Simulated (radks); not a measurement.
Effect of the nuclear size on the potassium ion K16+, [He] 2s1. All-electron calculation, Dirac Kohn-Sham, PBE, spin-unpolarised, spherical densities, finite nucleus; Fermi nuclear charge, rms radius 3.4349 fm. Program: a radial shooting solver on a logarithmic mesh with Libxc functionals. The rms radius is varied about that value; shifts are against it.

rms radius (fm)  total energy shift (eV)  density at nucleus (e/bohr^3)  1s1/2 shift (meV)  2s1/2 shift (meV)  3s1/2 (empty) shift (meV)
2.851                           -0.00718                           5097              -3.16             -0.352                     -0.098
3.0983                          -0.00430                           5087              -1.89             -0.211                     -0.059
3.4349                                 0                           5075              0.000              0.000                      0.000
3.6273                           0.00265                           5068               1.16              0.130                      0.036
3.9261                           0.00705                           5059               3.10              0.346                      0.096

Slopes of the eigenvalues against <r^2> in GHz/fm^2, as finite differences over the two radii next to the reference (eigenvalue slopes, not the field-shift constants of lines): 1s1/2 208, 2s1/2 23.2, 3s1/2 (empty) 6.45.
